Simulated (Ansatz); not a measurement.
Cd₁₀Te₁₀H₃₀, relaxed as a singlet with RKS PBE-D4/def2-SVP in Ansatz, starting from the GFN1-xTB geometry. Force threshold 0.03 eV/Å.

In the def2 sets Cd, Te take a core potential; there is no spin–orbit coupling. Single mean-field runs in def2-SVP are fitted with def2-universal-jkfit.

Start:

Cartesian coordinates in Å:
```
Cd -0.679 -1.731 3.223
Cd 0.807 -5.472 -0.862
Cd -3.661 0.121 0.627
Cd -2.422 -3.468 -3.669
Cd 4.839 -2.172 1.756
Cd -0.635 2.596 2.588
Cd 4.892 2.500 1.062
Cd 0.874 -0.175 -1.127
Cd -2.373 2.298 -4.511
Cd 0.898 4.969 -2.393
Te -0.543 -4.330 1.705
Te 2.310 -1.967 3.574
Te -0.948 0.189 1.229
Te 0.031 -2.770 -2.022
Te -3.926 -2.231 -1.236
Te -3.891 1.877 -1.818
Te 3.427 -0.008 0.168
Te 2.356 2.889 2.835
Te -0.491 4.644 0.379
Te 0.079 2.065 -2.739
H -1.432 -1.947 4.674
H 2.397 -5.353 -0.400
H -0.437 -6.518 -1.256
H -5.016 0.272 1.557
H -2.783 -5.060 -3.308
H -2.623 -2.236 -4.762
H 4.488 -3.617 1.016
H 5.878 -1.382 2.800
H -1.385 3.236 3.910
H 5.903 2.025 2.307
H 4.586 3.665 -0.082
H -2.629 0.796 -5.171
H -2.694 3.932 -4.649
H 2.478 4.967 -1.883
H -0.314 5.881 -3.096
H -0.455 -5.394 2.922
H -2.105 -4.690 1.486
H 2.401 -3.060 4.763
H 2.655 -0.784 4.622
H 1.086 -2.820 -3.261
H -4.053 -3.479 -0.215
H -5.525 -2.252 -1.482
H -5.486 1.830 -2.086
H -4.029 3.363 -1.193
H 4.276 -0.217 -1.204
H 2.689 2.037 4.170
H 2.461 4.267 3.675
H -0.356 6.011 1.233
H -2.049 4.970 0.084
H 1.129 1.736 -3.937
```

```json
{"step": "1", "energy (eV)": "-119055.5537", "largest force component (eV/Å)": "1.670", "SCF passes": "20"}
{"step": "2", "energy (eV)": "-119057.4995", "largest force component (eV/Å)": "0.485", "SCF passes": "24"}
{"step": "3", "energy (eV)": "-119057.9969", "largest force component (eV/Å)": "0.220", "SCF passes": "20"}
{"step": "4", "energy (eV)": "-119058.1965", "largest force component (eV/Å)": "0.133", "SCF passes": "20"}
{"step": "5", "energy (eV)": "-119058.3534", "largest force component (eV/Å)": "0.185", "SCF passes": "19"}
{"step": "6", "energy (eV)": "-119058.4449", "largest force component (eV/Å)": "0.198", "SCF passes": "19"}
{"step": "7 (rejected)", "energy (eV)": "-119058.4249", "largest force component (eV/Å)": "0.499", "SCF passes": "19"}
{"step": "8", "energy (eV)": "-119058.4938", "largest force component (eV/Å)": "0.050", "SCF passes": "19"}
{"step": "9", "energy (eV)": "-119058.5163", "largest force component (eV/Å)": "0.034", "SCF passes": "19"}
{"step": "10", "energy (eV)": "-119058.5226", "largest force component (eV/Å)": "0.173", "SCF passes": "20"}
{"step": "11", "energy (eV)": "-119058.5284", "largest force component (eV/Å)": "0.063", "SCF passes": "20"}
{"step": "15", "energy (eV)": "-119058.5373", "largest force component (eV/Å)": "0.030", "SCF passes": "21"}
{"step": "19", "energy (eV)": "-119058.5933", "largest force component (eV/Å)": "0.112", "SCF passes": "20"}
{"step": "23", "energy (eV)": "-119058.7931", "largest force component (eV/Å)": "0.229", "SCF passes": "20"}
{"step": "27", "energy (eV)": "-119059.0650", "largest force component (eV/Å)": "0.178", "SCF passes": "19"}
{"step": "31", "energy (eV)": "-119059.3648", "largest force component (eV/Å)": "0.156", "SCF passes": "19"}
{"step": "35", "energy (eV)": "-119059.7425", "largest force component (eV/Å)": "0.213", "SCF passes": "20"}
{"step": "39", "energy (eV)": "-119060.0160", "largest force component (eV/Å)": "0.166", "SCF passes": "19"}
{"step": "43", "energy (eV)": "-119060.1848", "largest force component (eV/Å)": "0.532", "SCF passes": "20"}
{"step": "47", "energy (eV)": "-119060.3408", "largest force component (eV/Å)": "0.516", "SCF passes": "19"}
{"step": "51", "energy (eV)": "-119060.4928", "largest force component (eV/Å)": "0.135", "SCF passes": "19"}
{"step": "55", "energy (eV)": "-119060.6165", "largest force component (eV/Å)": "0.237", "SCF passes": "19"}
{"step": "59", "energy (eV)": "-119060.6983", "largest force component (eV/Å)": "0.123", "SCF passes": "20"}
{"step": "63", "energy (eV)": "-119060.7114", "largest force component (eV/Å)": "0.057", "SCF passes": "20"}
{"step": "67", "energy (eV)": "-119060.7145", "largest force component (eV/Å)": "0.044", "SCF passes": "20"}
{"step": "69", "energy (eV)": "-119060.7175", "largest force component (eV/Å)": "0.021", "SCF passes": "20"}
```

Force components are those of the run's own axes.

End:

Cartesian coordinates in Å:
```
Cd -0.910 -1.568 3.558
Cd 1.900 -5.148 -0.698
Cd -3.946 -0.269 0.849
Cd -1.797 -2.271 -4.607
Cd 3.866 -3.263 1.635
Cd -0.784 2.638 2.509
Cd 4.645 2.360 -0.371
Cd 0.736 -0.389 -0.934
Cd -2.499 1.182 -4.089
Cd 1.962 4.268 -1.716
Te 0.013 -3.888 1.753
Te 2.022 -0.934 4.028
Te -1.140 0.102 1.266
Te 0.280 -2.874 -2.266
Te -3.568 -1.796 -1.781
Te -4.026 2.263 -0.795
Te 3.346 -0.504 0.192
Te 2.217 2.870 1.885
Te -1.198 4.693 0.284
Te 0.062 1.892 -2.475
H -1.844 -2.018 4.907
H 3.150 -4.065 -0.147
H 1.047 -6.542 -1.128
H -5.270 -0.760 1.796
H -2.287 -3.810 -5.101
H -1.500 -0.550 -4.566
H 2.336 -3.150 2.554
H 5.548 -3.515 1.597
H -1.209 3.225 4.057
H 6.074 2.323 0.524
H 3.410 2.805 -1.524
H -3.409 0.595 -2.647
H -2.539 2.169 -5.477
H 1.376 4.270 -0.016
H 2.295 5.142 -3.138
H 0.277 -5.033 2.956
H -1.553 -4.542 1.517
H 2.265 -2.107 5.205
H 1.656 0.191 5.258
H 1.589 -2.507 -3.255
H -4.033 -3.338 -1.192
H -5.148 -1.553 -2.301
H -5.483 2.155 -1.629
H -4.825 3.181 0.413
H 3.957 -1.046 -1.278
H 2.763 2.228 3.382
H 2.320 4.413 2.550
H -0.475 5.815 1.308
H -2.716 5.161 0.919
H 1.052 1.497 -3.773
```

Bonds lost: Cd5–Te12, Cd9–Te16, Cd10–Te19 (atoms count from 1). Bonds formed: Cd5–H22, Cd9–H26, Cd10–H31 (atoms count from 1).

The force fell under the threshold at step 13, but the optimiser went on and released 2.185 eV more. No frequencies were taken in this run, so the end may be a saddle point.

Run time 5 min (11 threads of AMD EPYC 7R13 on a shared host and a whole NVIDIA H100 80GB HBM3).
